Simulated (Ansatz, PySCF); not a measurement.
Spectroscopic constants of BS-, closed-shell singlet (lowest of 2S+1 = 1, 3, 5 at CCSD(T)/def2-TZVPP on PBE0 minima; our sources give no spin for the ground state, which may be another).

The constants come from a fifth-degree fit in 1/R (seven points, main isotopes). Runs in def2 and cc sets follow the lowest solution found near the PBE0 minimum. The singlet is held restricted.

Frozen-core correlation. CBS(a, b) extrapolates the correlation energy as X⁻³ and adds the Hartree–Fock energy of set b. Rows in 6-31G* carry no dispersion term and start afresh at each structure (6-31G* with six Cartesian d functions).

Run with Ansatz (Gaussian basis) for Hartree–Fock, density functionals and correlated methods; PySCF for 6-31G* rows. 

Problem. What bond length and harmonic frequency does B97M-V/def2-TZVPP give?

Solution. r_e = 1.686 Å, ω_e = 1012 cm⁻¹.

Problem. What bond length and harmonic frequency does B3LYP/6-31G* give?

Solution. r_e = 1.720 Å, ω_e = 957 cm⁻¹.

Problem. What bond length and harmonic frequency does CCSD(T)/CBS(aug-cc-pV(Q+d)Z, aug-cc-pV(5+d)Z) give?

Solution. r_e = 1.690 Å, ω_e = 991 cm⁻¹.

Ansatz is a program for electronic structure.
